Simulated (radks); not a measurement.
Initial-state core-level shifts of the iron ion Fe3+ when its valence configuration changes from [Ar] 3d5. Calculated with a radial shooting solver on a logarithmic mesh with Libxc functionals: non-relativistic Kohn-Sham, PBE, spin-polarised, spherical densities, point nucleus; open shells are filled with parallel spins first. Shifts are changes of the shell-averaged eigenvalues in eV (positive: less bound); the change of the density at the nucleus, which sets a Mossbauer isomer shift, is in e/bohr^3, on a base of 1.192e+04.

| valence | 1s | 2s | 2p | 3p | density at nucleus |
|---|---|---|---|---|---|
| 3d4 4s1 | -9.583 | -10.811 | -10.712 | -8.383 | +13.224 |
| 3d3 4p2 | -22.173 | -24.796 | -24.575 | -19.291 | +6.069 |
| 3d3 4s1 4p1 | -21.149 | -23.766 | -23.555 | -18.261 | +17.569 |
| 3d1 4s2 4p2 | -46.117 | -51.917 | -51.508 | -38.134 | +41.751 |
| 3d3.5 4s1.5 | -14.829 | -16.698 | -16.550 | -12.868 | +20.312 |
| 3d4 4p1 | -10.678 | -11.897 | -11.789 | -9.487 | +2.741 |
| 3d2 4s1 4p2 | -33.491 | -37.665 | -37.343 | -28.370 | +22.566 |
| 3d4.5 4s0.5 | -4.666 | -5.260 | -5.211 | -4.126 | +6.296 |
| 3d2.5 4s0.5 4p2 | -27.719 | -31.102 | -30.829 | -23.787 | +13.971 |
